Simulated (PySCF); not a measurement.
**Fractional electron number in K(2+) (potassium, charge +2)**

The 3p beta orbital of [Ne] 3s2 3p5 is emptied in steps (occupation f), with all orbitals relaxed, ending at [Ne] 3s2 3p4. Computed with PySCF 2.14 in aug-pcseg-2 (7s5p4d, 42 functions), with no relativity, point nucleus. The exact energy is a straight line in f; departures are measured from the line between the end points of the same method.

Among UHF, LDA, PBE, PBE0, r2SCAN, LC-wPBE, BHandHLYP, wB97X, HSE06, B3LYP, which shows the largest delocalisation error (convex curve), and which is closest to linear?

Most convex: LDA (-1.893 eV at f = 0.5); closest to linear: UHF (0.234 eV).

| f | UHF (eV) | LDA (eV) | PBE (eV) | PBE0 (eV) | r2SCAN (eV) | LC-wPBE (eV) | BHandHLYP (eV) | wB97X (eV) | HSE06 (eV) | B3LYP (eV) |
| --- | --- | --- | --- | --- | --- | --- | --- | --- | --- | --- |
| 1 | 0.000 | 0.000 | 0.000 | 0.000 | 0.000 | 0.000 | 0.000 | 0.000 | 0.000 | 0.000 |
| 0.75 | 0.181 | -1.418 | -1.376 | -0.994 | -1.287 | -0.441 | -0.624 | -0.509 | -1.072 | -1.085 |
| 0.5 | 0.234 | -1.893 | -1.829 | -1.320 | -1.693 | -0.581 | -0.836 | -0.675 | -1.425 | -1.447 |
| 0.25 | 0.171 | -1.419 | -1.363 | -0.983 | -1.241 | -0.427 | -0.630 | -0.503 | -1.063 | -1.085 |
| 0 | 0.000 | 0.000 | 0.000 | 0.000 | 0.000 | 0.000 | 0.000 | 0.000 | 0.000 | 0.000 |

```tsv
method	E(f=0) − E(f=1) (eV)	−ε at f=1 (eV)	−ε at f=0.5 (eV)
UHF	44.603	45.596	44.577
LDA	46.170	38.622	46.168
PBE	45.947	38.600	45.980
PBE0	45.957	40.648	45.984
r2SCAN	46.019	39.100	46.135
LC-wPBE	46.130	43.760	46.166
BHandHLYP	45.883	42.572	45.866
wB97X	45.970	43.247	45.988
HSE06	45.954	40.225	45.978
B3LYP	46.079	40.297	46.080
```

Reference removal energy between the ground levels: 45.803 eV (semi-empirical (NIST evaluation); NIST Atomic Spectra Database, ionization energies). The calculation has no spin-orbit coupling. UHF lacks correlation.
